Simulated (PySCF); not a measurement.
**Static response to an electric field**

Compound: C8H7N.
Numbering: `[CH3:1][C:2]#[C:3][c:4]1[cH:5][cH:6][cH:7][n:8][cH:9]1` (hydrogens: H10, H11, H12 on C1; H13 on C5; H14 on C6; H15 on C7; H16 on C9)

Geometry (PBE0-D3(BJ)/def2-SVP, Å), atoms numbered from 1 in this order:
```
atom  x, y, z in Å
C1     3.725    0.165    0.141
C2     2.279    0.076    0.053
C3     1.069    0.003   -0.022
C4    -0.352   -0.086   -0.111
C5    -1.192    0.889    0.451
C6    -2.568    0.743    0.328
C7    -3.063   -0.371   -0.351
N8    -2.282   -1.304   -0.889
C9    -0.970   -1.166   -0.772
H10    4.035    0.704    1.049
H11    4.144    0.700   -0.727
H12    4.183   -0.836    0.170
H13   -0.757    1.743    0.973
H14   -3.251    1.481    0.752
H15   -4.144   -0.513   -0.464
H16   -0.343   -1.944   -1.222
```

Level: PBE0/def2-SVPD (PySCF), static field, nuclei fixed, core orbitals frozen in the response. The polarisability tensor in these axes (au):

```
x   168.15   2.52   4.01
y     2.52  82.58  14.46
z     4.01  14.46  67.22
```

What are the eigenvalues, a third of the trace, and Δα (Δα² = ½Σ(αi − αj)² over the three pairs)?

Principal values 58.48, 91.04 and 168.43 au; mean 105.98 au = 15.70 Å³ = 17.47 × 10⁻⁴⁰ C²·m²/J; Δα = 97.82 au (92 % of the mean).

What is the dipole moment, and where does it point?

(1.65, 1.78, 1.10) D, 2.67 D in size, pointing from the negative to the positive side. Measured along this direction, the outermost atoms are H15 at the negative end and H10 at the positive end.

What would n − 1 = 2πNα be for an ideal gas of these molecules at 500 K and 1 atm, electronic part alone?

N = p/kT = 1.4678 × 10¹⁹ cm⁻³, so n − 1 = 2π × N × 15.70 × 10⁻²⁴ cm³ = 1448 × 10⁻⁶ at long wavelengths, for an ideal gas.

Directions of the eigenvectors, and the extent of the frame along each?

Largest value along (1.00, 0.04, 0.04), where the nuclei span 8.33 Å; middle along (-0.05, 0.86, 0.51), 4.31 Å; least along (-0.02, -0.51, 0.86), 1.56 Å. The response follows the extents in order.

Find the Langevin capture rate constant for NH4+ (18.034 u) meeting this molecule (117.058 u), k = 2.342 × 10⁻⁹ cm³/s × √(α in Å³ / reduced mass in u).

The reduced mass is 15.63 u, so k = 2.35 × 10⁻⁹ cm³/s. The formula leaves out the permanent dipole, which adds to the capture rate.

Rayleigh depolarisation ratio (linearly polarised light, static tensor)?

ρ = 3Δα²/(45ᾱ² + 4Δα²) = 28705.3/(505444 + 38273.7) = 0.0528.

What molar refraction does this α imply?

Lorentz–Lorenz: R = (4π/3)N_A α = 2.5225 cm³/(mol·Å³) × 15.70 Å³ = 39.6 cm³/mol, in the limit of long wavelengths.

Geometry: PBE0-D3(BJ)/def2-SVP; no solvent, vibrations or thermal averaging.
